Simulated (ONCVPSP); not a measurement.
## What the settings do to the ONCV potential of germanium (Ge)

Base potential:

```
Element                 : Ge (Z = 32)
Generator               : ONCVPSP 4.0.1
Type                    : optimised norm-conserving Vanderbilt (ONCV)
Functional              : LDA (Perdew-Wang 92)
Relativity              : scalar-relativistic
Frozen core             : [Ar] 3d10
Valence charge          : 4
Reference configuration : 4s2 4p1.75 (charge +0.25)
Partial waves           : 4s: rc 1.85 bohr, ncon 3, nbas 6, qcut 4.5 1/bohr, local; 4p: rc 2.10 bohr, ncon 3, nbas 8, qcut 4 1/bohr, 3 projectors, debl 1.1 Ha
Local potential         : the s channel
Core correction         : none
```

All-electron outer shells of the reference configuration (LDA (PZ), scalar-relativistic, ld1.x):

| shell | level (eV) | outermost node (bohr) | outermost maximum (bohr) |
| --- | --- | --- | --- |
| 3p | -117.44 | 0.23 | 0.54 |
| 3d | -31.61 | – | 0.50 |
| 4s | -13.84 | 0.77 | 1.73 |
| 4p | -5.76 | 0.82 | 2.16 |

Cutoffs, loose and tight: the cutoffs (Ha) at which the residual kinetic energy of the hardest occupied pseudo-wave falls to 1 and 0.1 mHa per electron. They do not see the model core or the augmentation charge, which bear on the density cutoff. Test errors are all-electron minus pseudo excitation energies from the reference, over the configurations 4s2 4p2; 4s2 4p1; 4s2 4p0; 4s1 4p3. A dash means not determined; rows that change the core or the reference have their own tests.

```csv
change,outcome,"cutoff, loose","cutoff, tight",bound ghosts,GHOST(+) flags above zero,largest test error (meV)
base,generated,8.1 Ha,11 Ha,none,none,+28
p: nproj 1,generated,8.1 Ha,11 Ha,none,p,+28
"all radii scaled by about 1.16 (s 2.14, p 2.44 bohr)",generated,7.1 Ha,8.9 Ha,none,none,+25
```

Task: What comes out with this change to the base: core correction Teter function, fcfact 2.75, rcfact 1.3?

Result: outcome: generated; cutoff, loose: 8.1 Ha; cutoff, tight: 11 Ha; bound ghosts: none; GHOST(+) flags above zero: none; largest test error (meV): -4.7.
